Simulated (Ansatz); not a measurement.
`CO[SiH]1OC1=N` + `CF` → `N=C1O[SiH2]1` + `COCF`  (formal exchange of groups at the Si–O bond)

Program: Ansatz. Geometries: PBE0-D4/def2-TZVP. ΔE: electronic, gas phase. CBS: MP2 limit from def2 TZ/QZ plus the TZ coupled-cluster correction, frozen cores. This one scheme is used for every species. DFT in def2-TZVPP. One conformer a species, not always the lowest.

CCSD(T)/CBS gives +155.4 kJ/mol.

Problem. Another level gave +146.5 kJ/mol. Which?
A. B2PLYP/def2-TZVPP
B. r2SCAN-D4/def2-TZVPP
C. PBE/def2-TZVPP
D. SCS-MP2/def2-TZVPP

Solution. B. r2SCAN-D4 146.5, SCS-MP2/def2-TZVPP 157.8, PBE 133.9, B2PLYP 153.0 kJ/mol.

Largest T1 diagnostic among the species: 0.017.

The D4 term adds +4.3 kJ/mol with B3LYP and +2.6 kJ/mol with PBE0; it sums over pairs of atoms, weighted by their polarisabilities, and B3LYP, whose exchange is more repulsive, gets the larger term. From PBE to PBE0 (25 % exact exchange), in def2-TZVPP and without D4, ΔE moves by +6.3 kJ/mol.

B3LYP here is the variant with VWN-RPA as its local correlation; programs differ in this.
